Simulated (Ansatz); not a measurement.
The first iterations of a band of GaH5N2O + H2 (11 atoms, charge 0, multiplicity 1).

Level of theory: Ansatz, RHF/def2-SVP.

```json
{
 "movable images": "9",
 "climbing image": "yes",
 "spring": "5.0 eV/Å²",
 "optimiser": "quadratic models (default)",
 "start path": "through a guess of the saddle point",
 "force threshold": "0.03 eV/Å",
 "iteration limit": "60",
 "end points": "relaxed"
}
```

Initial state:

```xyz
11
Properties=species:S:1:pos:R:3
Ga -0.049 -0.295 -0.290
O -0.029 0.116 1.442
H -0.826 0.103 1.944
N 1.558 -0.367 -1.116
H 1.699 -0.554 -2.088
H 2.423 -0.196 -0.644
N -1.623 -0.611 -1.136
H -2.523 -0.555 -0.703
H -1.705 -0.839 -2.106
H 0.127 3.388 2.397
H 0.187 2.671 2.195
```

Final state:

```xyz
11
Properties=species:S:1:pos:R:3
Ga 0.103 0.811 -0.375
O -0.122 0.243 1.820
H -0.976 -0.140 1.631
N 1.603 -0.043 -0.993
H 1.658 -1.032 -1.137
H 2.521 0.342 -0.889
N -1.528 -0.095 -0.561
H -1.546 -0.941 -1.102
H -2.339 0.442 -0.809
H 0.103 2.373 -0.180
H -0.238 0.902 2.490
```

| iteration | highest image above the first end (eV) | largest band force component (eV/Å) |
| --- | --- | --- |
| 1 | 3.504 | 14.052 |
| 2 | 1.747 | 1.747 |
| 3 | 1.602 | 2.350 |
| 4 | 1.600 | 0.592 |
| 5 | 1.736 | 1.974 |
| 6 | 1.529 | 1.184 |
| 7 | 1.936 | 1.189 |
| 8 | 1.755 | 0.490 |
| 9 | 1.654 | 0.372 |
| 10 | 1.618 | 0.333 |
| 11 | 1.595 | 0.469 |
| 12 | 1.579 | 0.330 |
| 13 | 1.572 | 0.198 |
| 14 | 1.574 | 0.154 |
| 15 | 1.570 | 0.109 |

Task: Does the band converge within its limit, and where does its top end?

Result: The forces met the threshold. It ended after 46 iterations with the highest image 1.567 eV above the first end. A structure lower than the last end lies on the path between it and the top, so the climb from that side starts below the end, which may itself be a saddle point or a shallow side well. Neighbouring images differ by up to 1.8 eV, so the band resolves the path poorly. A vibrational analysis at the climbing image gives one clearly imaginary mode, 1764i cm⁻¹: a first-order saddle point. The orbitals stay closed-shell, which can raise the energy where a bond breaks towards radicals; this wasn't checked here.

Run time: 10 min on 2 threads of Arm Neoverse V1 (shared host), peak memory 0.23 GiB.
